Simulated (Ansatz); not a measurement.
Start from `O[Si](Cl)(Br)Br` and change one atom or group to get `Cl[Si](Cl)(Br)Br`.

Ansatz, PBE0-D4/def2-TZVP geometries, multiplicity 1. Each molecule was computed in one conformer, which needn't be the lowest.

Scalar relativity is left out up to krypton. Spin–orbit coupling is left out; it splits and shifts lone-pair levels of the heavy atoms by tenths of an eV.

```csv
property,`O[Si](Cl)(Br)Br`
size of the dipole moment (PBE/def2-TZVPP) / D,1.48
LUMO energy (PBE/def2-TZVPP) / eV,-1.63
zero-point energy (PBE0-D4/def2-TZVP) / kJ/mol,49.1
HOMO energy (B3LYP/def2-TZVPP) / eV,-8.38
HOMO energy (PBE/def2-TZVPP) / eV,-7.35
size of the dipole moment (ωB97M-V/def2-TZVPP) / D,1.55
```

(1) What does the change do to each property? (An estimate is asked.)

Answers

(1) Computed: 
```
                                          property  `Cl[Si](Cl)(Br)Br`  shift
    size of the dipole moment (PBE/def2-TZVPP) / D                0.11  -1.37
                 LUMO energy (PBE/def2-TZVPP) / eV               -2.12  -0.49
    zero-point energy (PBE0-D4/def2-TZVP) / kJ/mol                16.6  -32.5
               HOMO energy (B3LYP/def2-TZVPP) / eV               -8.53  -0.15
                 HOMO energy (PBE/def2-TZVPP) / eV               -7.51  -0.16
size of the dipole moment (ωB97M-V/def2-TZVPP) / D                0.07  -1.48
```

With PBE0 the HOMO falls by 0.16 eV and the LUMO falls by 0.51 eV, so the gap narrows by about 0.35 eV. PBE moves the HOMO by -0.16 eV and ωB97M-V by -0.15 eV. The zero-point energy changes by -32.5 kJ/mol with -3 modes. Dipoles are sizes alone; their direction can turn.

B3LYP here is the variant with VWN-RPA as its local correlation; programs differ in this.
